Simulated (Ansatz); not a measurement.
One change: `OC1=CB1` becomes `CNC1=CB1`.

Ansatz, PBE0-D4/def2-TZVP geometries, multiplicity 1. Each molecule was computed in one conformer, which needn't be the lowest.

```csv
property,`OC1=CB1`
size of the dipole moment (ωB97M-V/def2-TZVPP) / D,1.18
HOMO energy (B3LYP/def2-TZVPP) / eV,-7.84
LUMO energy (B3LYP/def2-TZVPP) / eV,-0.02
zero-point energy (PBE0-D4/def2-TZVP) / kJ/mol,126.4
HOMO–LUMO gap (PBE0/def2-TZVPP) / eV,8.26
LUMO energy (PBE/def2-TZVPP) / eV,-0.81
```

Problem. What does the change do to each property? (Estimate.)

Solution. Ansatz gave: 
```json
{"property": "size of the dipole moment (ωB97M-V/def2-TZVPP) / D", "`CNC1=CB1`": "2.92", "shift": "1.74"}
{"property": "HOMO energy (B3LYP/def2-TZVPP) / eV", "`CNC1=CB1`": "-6.53", "shift": "1.31"}
{"property": "LUMO energy (B3LYP/def2-TZVPP) / eV", "`CNC1=CB1`": "0.45", "shift": "0.47"}
{"property": "zero-point energy (PBE0-D4/def2-TZVP) / kJ/mol", "`CNC1=CB1`": "231.8", "shift": "105.4"}
{"property": "HOMO–LUMO gap (PBE0/def2-TZVPP) / eV", "`CNC1=CB1`": "7.46", "shift": "-0.80"}
{"property": "LUMO energy (PBE/def2-TZVPP) / eV", "`CNC1=CB1`": "-0.30", "shift": "0.51"}
```

With PBE0 the HOMO rises by 1.27 eV and the LUMO rises by 0.47 eV, so the gap narrows by about 0.80 eV. PBE moves the HOMO by 1.00 eV and ωB97M-V by 1.43 eV. The zero-point energy changes by 105.4 kJ/mol with +12 modes. Dipoles are sizes alone; their direction can turn.

B3LYP here is the variant with VWN-RPA as its local correlation; programs differ in this.
